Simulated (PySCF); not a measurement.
1,1,1,3-tetrafluoropropane: full NMR table

```
Formula                               : C3H4F4
SMILES                                : FCCC(F)(F)F
Point group of the computed structure : Cs
Degrees of unsaturation               : 0
Carbon signals                        : 3
Proton signals                        : 2
```

Molfile (atoms numbered from 1):
```
C3H4F4
     RDKit          3D

 11 10  0  0  0  0  0  0  0  0999 V2000
    1.2197   -2.0579   -0.4399 F   0  0  0  0  0  0  0  0  0  0  0  0
    1.0512   -0.7266   -0.1728 C   0  0  0  0  0  0  0  0  0  0  0  0
   -0.4302   -0.4219   -0.0847 C   0  0  0  0  0  0  0  0  0  0  0  0
   -0.7187    1.0228    0.2206 C   0  0  0  0  0  0  0  0  0  0  0  0
   -0.1711    1.3973    1.3846 F   0  0  0  0  0  0  0  0  0  0  0  0
   -2.0299    1.2488    0.3030 F   0  0  0  0  0  0  0  0  0  0  0  0
   -0.2274    1.8349   -0.7245 F   0  0  0  0  0  0  0  0  0  0  0  0
    1.5231   -0.1349   -0.9747 H   0  0  0  0  0  0  0  0  0  0  0  0
    1.5542   -0.4849    0.7779 H   0  0  0  0  0  0  0  0  0  0  0  0
   -0.9241   -0.6731   -1.0348 H   0  0  0  0  0  0  0  0  0  0  0  0
   -0.8919   -1.0303    0.7065 H   0  0  0  0  0  0  0  0  0  0  0  0
  1  2  1  0
  2  3  1  0
  3  4  1  0
  4  5  1  0
  4  6  1  0
  4  7  1  0
  2  8  1  0
  2  9  1  0
  3 10  1  0
  3 11  1  0
M  END
```

PySCF 2.14.0 with density-fitted response routines calculation with J: B3LYP/pcJ-1 (spin–dipole term only in couplings to heteroatoms), coordinates at the PBE0-D3(BJ)/def2-SVP level and shielding tensors at PBE0/pcSseg-1 (GIAO); one conformer, relativity neglected, equivalent nuclei averaged, in vacuum.

Scale: ¹H (31.27 ppm) and ¹³C (184.41 ppm) vs TMS; ¹⁹F (177.25 ppm) against CFCl3 (reference shieldings calculated alike).

```tsv
carbon	δC, type	δH (multiplicity, J in Hz)	HMBC from (abs. J ≥ 3 Hz)	span of the C tensor (ppm)
C2	77.9, CH2	4.58 (dt, 53.1, 8.6)	H10/H11	97
C3	37.5, CH2	2.30 (qtd, 10.1, 8.6, 7.6)	–	47
C4	129.9, C	–	H10/H11	4
```

Other nuclei:
| atoms | nucleus | environment | δ (ppm) | σ (ppm) |
| --- | --- | --- | --- | --- |
| F5/F6/F7 | ¹⁹F | fluorine of a CF3 group | -80.4 | 257.6 |
| F1 | ¹⁹F | fluorine on an sp3 carbon | -251.6 | 428.9 |

Selected couplings (Hz, signed; the shortest-range and largest first, 30 at most; isotopes ¹³C, ¹⁹F, ¹H): ¹J(C4,F5) -342.5, ¹J(F1,C2) -238.1, ¹J(C2,H8) 155.9, ¹J(C3,H10) 137.1, ¹J(C3,C4) 62.7, ¹J(C2,C3) 40.0, ²J(F1,H8) 53.1, ²J(C3,F5) 30.1, ²J(F1,C3) 21.6, ²J(C2,C4) 2.3, ³J(F1,C4) 19.8, ³J(F5,H10) 10.1, ³J(H8,H10) 8.6, ³J(F1,H10) 7.6, ³J(C2,F5) 3.1, ⁴J(F1,F5) 5.6.

1. Carbon types of the structure: 1 × C, 2 × CH2, which accounts for all hydrogens.
2. δC 129.9: CF3 carbon; 3 electronegative neighbours deshield it.
3. δC 77.9: sp3 CH2 bonded to F; pulled downfield by the heteroatom.
4. δC 37.5: sp3 CH2; aliphatic region, no heteroatom directly attached.
5. δH 4.58: hydrogen on an sp3 CH2 bonded to F; its carbon carries F, hence the downfield position.
6. δH 2.30: hydrogen on an sp3 CH2.
7. The protons at 4.58 and 2.30 share a coupling of 8.6 Hz (vicinal).

Common functionals overestimate the size of one-bond C–F couplings by tens of Hz; these are unscaled. Splittings below 1 Hz are ignored in the labels, and close J values are merged. Unscaled 3J(H,H) at this level run about 10 % above measured values. Shifts are as computed. Against solution values, carbons near 30 ppm lie about +2 ppm off and those near 130 ppm about +5 ppm. Of 1211 compounds with measured shifts, 218 miss one by over three times the rms of a fit or turn the order of signals round; such compounds aren't used in these exercises. Unscaled 19F shifts against computed CFCl3 carry errors that often reach 10 to 50 ppm. Chain 3J(H,H) values assume equally populated staggered rotamers: (2 J gauche + J anti)/3. Only one conformer was computed, so three-bond couplings in flexible chains and rings are approximate.
